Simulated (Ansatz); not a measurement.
Start from `NB(F)[CH2][GeH3]` and change one atom or group to get `NB(F)Cl`.

Ansatz, PBE0-D4/def2-TZVP geometries, multiplicity 1. Each molecule was computed in one conformer, which needn't be the lowest.

Scalar relativity is left out up to krypton.

```csv
property,`NB(F)[CH2][GeH3]`
HOMO energy (B3LYP/def2-TZVPP) / eV,-7.89
HOMO energy (PBE0/def2-TZVPP) / eV,-8.12
HOMO energy (PBE/def2-TZVPP) / eV,-6.74
HOMO–LUMO gap (ωB97M-V/def2-TZVPP) / eV,12.30
size of the dipole moment (PBE/def2-TZVPP) / D,2.24
HOMO–LUMO gap (PBE/def2-TZVPP) / eV,6.50
```

Give the same properties after the change, and the shifts. (Estimate.)

The calculation gave: 
| property | `NB(F)Cl` | shift |
| --- | --- | --- |
| HOMO energy (B3LYP/def2-TZVPP) / eV | -8.31 | -0.42 |
| HOMO energy (PBE0/def2-TZVPP) / eV | -8.57 | -0.45 |
| HOMO energy (PBE/def2-TZVPP) / eV | -7.12 | -0.38 |
| HOMO–LUMO gap (ωB97M-V/def2-TZVPP) / eV | 12.88 | 0.58 |
| size of the dipole moment (PBE/def2-TZVPP) / D | 2.77 | 0.53 |
| HOMO–LUMO gap (PBE/def2-TZVPP) / eV | 7.03 | 0.53 |

With PBE0 the HOMO falls by 0.45 eV and the LUMO rises by 0.18 eV, so the gap widens by about 0.63 eV. PBE moves the HOMO by -0.38 eV and ωB97M-V by -0.48 eV. Dipoles are sizes alone; their direction can turn.

B3LYP here is the variant with VWN-RPA as its local correlation; programs differ in this.
